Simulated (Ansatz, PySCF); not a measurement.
Stretching the B1–H2 bond in BCl2H (SMILES ClBCl) (multiplicity 1 held, fragments rigid). Energies count from the point at 1.182 Å.
Geometry at that point (charge 0, multiplicity 1):
| atom | x (Å) | y (Å) | z (Å) |
|---|---|---|---|
| B | -0.4996 | -0.3156 | -0.3776 |
| H | -1.3415 | -0.8474 | -1.0138 |
| Cl | -0.3583 | 1.4202 | -0.4187 |
| Cl | 0.5841 | -1.2776 | 0.5894 |

Restricted levels (R-, RO-) in cc, def2 and unpolarised 6-31G sets keep to the state of the molecule at rest. U- levels take the lowest unrestricted solution at each point, which mixes spins at long bonds. Levels need not reach the same state.

Frozen-core correlation. Rows in 3-21G carry no dispersion term and start afresh at each structure.

Programs: Ansatz (Gaussian orbitals); PySCF for 3-21G rows. 

### Question
One of these levels gives 448.9 kJ/mol for the energy at R = 3.781 Å. Which?
(A) U-MP2/cc-pV(T+d)Z
(B) R-HF/3-21G
(C) R-r2SCAN/cc-pV(T+d)Z
(D) U-HF/cc-pV(T+d)Z

### Answer
A, U-MP2/cc-pV(T+d)Z. The others give 807.9 (R-HF/3-21G), 370.1 (U-HF/cc-pV(T+d)Z), 573.8 (R-r2SCAN/cc-pV(T+d)Z)

Doubts at one or more of the structures used: a restricted determinant that unrestricted orbitals would lower (R-HF/3-21G, R-r2SCAN/cc-pV(T+d)Z); a spin-contaminated determinant (U-HF/cc-pV(T+d)Z, U-MP2/cc-pV(T+d)Z).

Ansatz is a first-principles code.
